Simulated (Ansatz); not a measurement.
Species: InI2, charge -1, multiplicity 1. 
Geometry from a B3LYP-D3(BJ)/def2-TZVP (Ansatz, an electronic-structure program) optimisation:
```
In
I 1 3.0084
I 1 3.0084 2 103.34
```
Charge -1, spin multiplicity 1.

Basis-set convergence of Hartree-Fock and MP2 correlation energies (hartree) with Ansatz. Cores are frozen in the correlated levels unless marked. No spin-orbit coupling. Frozen are the shells of the preceding noble gas and the d and f shells that filled before the atom's block. In def2 rows, elements after Kr have scalar-relativistic effective core potentials.

```json
[
 {"basis": "def2-SVPD", "functions": "102", "E(HF)": "-782.72999", "E(corr, MP2)": "-0.25600"},
 {"basis": "def2-TZVPPD", "functions": "174", "E(HF)": "…", "E(corr, MP2)": "…"}
]
```

### Question
What belongs in the gaps?

### Answer

- def2-TZVPPD, E(HF): -782.74680
- def2-TZVPPD, E(corr, MP2): -0.33370
